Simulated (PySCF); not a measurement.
## Assignment exercise: C7H8

Mapped SMILES: `[CH3:1][c:2]1[cH:3][cH:4][cH:5][cH:6][cH:7]1` (H(Xn): hydrogen on atom n).

[PySCF 2.14.0 with density-fitted response routines: σ from GIAO-PBE0/pcSseg-1; GFN2-xTB geometry; in vacuum; relativity neglected; fast rotation and ring inversion assumed for equivalent nuclei; one conformer]

δ = σ(ref) − σ, references computed at the same level: TMS for 13C and 1H.

Problem. Assign these signals to the numbered atoms. 13C{1H} NMR (computed): δ 143.4, 134.3, 134.0, 130.7, 24.3.

Solution. 
143.4 → C2, substituted aromatic carbon
134.3 → C3/C7, aromatic CH: the aromatic region
134.0 → C4/C6, aromatic CH
130.7 → C5, aromatic CH
24.3 → C1, methyl carbon on an aromatic ring: saturated and bonded to C and H only

C3/C7 and C4/C6 lie closer than the usual error of such a calculation, so a measured spectrum could show them in the other order.

Problem. Assign these signals to the numbered atoms. 1H NMR (300 MHz, computed): δ 7.56 (m, 2H), 7.49 (m, 2H), 7.43 (m, 1H), 2.51 (s, 3H).

Solution. 
| δ (ppm) | atoms | environment | reason |
| --- | --- | --- | --- |
| 7.56 | H(C4)/H(C6) | hydrogen on an aromatic CH | ring-current deshielding |
| 7.49 | H(C3)/H(C7) | hydrogen on an aromatic CH | – |
| 7.43 | H(C5) | hydrogen on an aromatic CH | – |
| 2.51 | H(C1) | hydrogen on a methyl carbon on an aromatic ring | benzylic-type position, deshielded by the ring |

H(C4)/H(C6) and H(C3)/H(C7); H(C3)/H(C7) and H(C5) lie closer than the usual error of such a calculation, so a measured spectrum could show them in the other order.

Shifts are as computed. Against solution values, carbons near 30 ppm lie about +3 ppm off and those near 130 ppm about +5 ppm. Of 246 compounds with measured shifts, 49 miss one by over three times the rms of a fit or turn the order of signals round; such compounds aren't used in these exercises. No couplings were computed; multiplicities are counted from neighbouring protons, with m where these are inequivalent, close in shift, in a saturated or five-membered ring or joined by F or P, and br s for small geminal =CH2 splittings.
